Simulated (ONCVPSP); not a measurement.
erbium (Er): one change to an ONCV potential, before and after

```json
{
 "Element": "erbium (Er)",
 "Generator": "ONCVPSP 4.0.1",
 "Type": "optimised norm-conserving Vanderbilt (ONCV)",
 "Functional": "PBE",
 "Relativity": "scalar-relativistic",
 "Frozen core": "[Kr] 4d10 4f11",
 "Valence charge": "11",
 "Reference configuration": "5s2 5p6 5d1.5 6s1.5",
 "Partial waves": "5s+6s: rc 1.85 bohr, ncon 4, nbas 7, qcut 5.5 1/bohr, 2 projectors; 5p: rc 1.45 bohr, ncon 5, nbas 8, qcut 6.2 1/bohr, 2 projectors, debl 1.6 Ha; 5d: rc 3.40 bohr, ncon 5, nbas 10, qcut 5 1/bohr, 1 projector",
 "Local potential": "polynomial inside 1.10 bohr (lpopt 5, dvloc0 4 Ha)",
 "Core correction": "Teter function, fcfact 3.75, rcfact 1.45"
}
```

All-electron outer shells of the reference configuration (PBE, scalar-relativistic, ld1.x):

```json
{"shell": "5s", "level (eV)": "-55.35", "outermost node (bohr)": "0.60", "outermost maximum (bohr)": "1.10"}
{"shell": "5p", "level (eV)": "-29.14", "outermost node (bohr)": "0.65", "outermost maximum (bohr)": "1.26"}
{"shell": "4f", "level (eV)": "-8.83", "outermost node (bohr)": "–", "outermost maximum (bohr)": "0.51"}
{"shell": "6s", "level (eV)": "-4.22", "outermost node (bohr)": "1.49", "outermost maximum (bohr)": "3.22"}
{"shell": "5d", "level (eV)": "-1.75", "outermost node (bohr)": "0.73", "outermost maximum (bohr)": "1.90"}
```

Change: local potential polynomial inside 1.10 bohr (lpopt 5, dvloc0 7.5 Ha).

Cutoffs: the cutoffs (Ha) at which the residual kinetic energy of the hardest occupied pseudo-wave falls to 1 and 0.1 mHa per electron; they do not see the model core or the augmentation charge, which bear on the density cutoff. Errors are all-electron minus pseudo energies relative to the spin-unpolarised reference configuration.

Predict the effect on cutoff, ghosts and configuration errors.

The potential gets neither clearly harder nor softer (42 Ha and 82 Ha → 42 Ha and 82 Ha); the errors of the 4 common tests hardly move; the range in which the s phases agree widens (upper end 1.6 → 3.9); neither file shows a bound ghost.

| quantity | base | changed |
| --- | --- | --- |
| cutoff, loose | 42 Ha | 42 Ha |
| cutoff, tight | 82 Ha | 82 Ha |
| bound ghosts | none | none |
| GHOST(+) flags under 300 eV | s at 64.0 eV, p at 246.8 eV | s at 118.5 eV |
| error for 5s2 5p6 5d1 6s2, meV [ΔE -1.20 eV] | +2.0 | +2.0 |
| error for 5s2 5p6 5d1 6s1, meV [ΔE 5.85 eV] | -1.9 | -1.9 |
| error for 5s2 5p6 5d1 6s0, meV [ΔE 18.61 eV] | +3.4 | +3.3 |
| error for 5s2 5p6 5d1 6s0 6p1, meV [ΔE 9.79 eV] | -4.5 | -4.5 |
| s: phases at 1.87 bohr within 0.05 rad from the reference energy up to (Ha; the scan ends near 5) | 1.6 | 3.9 |
| p: phases at 1.48 bohr within 0.05 rad from the reference energy up to (Ha; the scan ends near 5) | to the end of the scan | to the end of the scan |
| d: phases at 3.45 bohr within 0.05 rad from the reference energy up to (Ha; the scan ends near 5) | 0.6 | 0.6 |
| rms error of d²Exc/dni dnj with the model core, mHa | 0.46 | 0.46 |
